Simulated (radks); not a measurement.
Problem. Radial electron density D(r) = 4 pi r^2 rho(r) of an atom or ion with 50 electrons. All-electron calculation, Dirac Kohn-Sham, PBE, spin-unpolarised, spherical densities, finite nucleus; Fermi nuclear charge, rms radius of each element as measured or else 0.836 A^(1/3) + 0.57 fm. Program: a radial shooting solver on a logarithmic mesh with Libxc functionals.

r (bohr)  D(r) (e/bohr)
0.001092          2.292
0.001251          2.897
0.001444          3.701
0.001668          4.714
0.001911          5.904
0.002207          7.462
0.002528          9.268
0.00292           11.60
0.003372          14.41
0.003864          17.58
0.004462          21.52
0.005153          26.09
0.005904          30.96
0.006818          36.67
0.007874          42.78
0.009021          48.74
0.01042           54.93
0.01194           60.30
0.01379           65.03
0.01592           68.32
0.01824           69.79
0.02106           69.49
0.02433           67.52
0.02787           64.76
0.03219           61.97
0.03717           60.66
0.04259           61.90
0.04919           66.37
0.05635           73.08
0.06508           81.05
0.07516           87.18
0.08611           88.83
0.09945           85.06
0.1148            76.92
0.1316            68.60
0.152             63.43
0.1741            64.22
0.2011            69.59
0.2322            74.35
0.266             72.89
0.3072            62.79
0.3548            47.10
0.4065            33.33
0.4695            25.26
0.5422            24.59
0.6212            27.08
0.7174            28.15
0.8219            25.50
0.9492            19.77
1.096             13.57
1.256             9.046
1.45              6.066
1.675             4.366
1.919             3.254
2.216             2.219
2.56              1.311
2.932            0.6747
3.387            0.2730
3.88            0.09353
4.481           0.02305
5.175          0.004156
5.929         0.0005968

What is the nuclear charge?

Solution. Z = 53. The innermost maximum, from 1s, lies near gamma/Z bohr with gamma = sqrt(1 - (Z/c)^2) = 0.922, here 0.0174 bohr (found: 0.0191), and its height grows with Z. The density is that of the iodine ion I3+ in [Kr] 4d10 5s2 5p2; the configuration itself is not fixed sharply by these data, and Z only to a few units. D(r) has 4 maxima, at r = 0.0191, 0.0841, 0.242, 0.695 bohr, and minima at 0.0375, 0.159, 0.509 bohr, inside which lie 2.03, 11.19, 28.93 electrons.
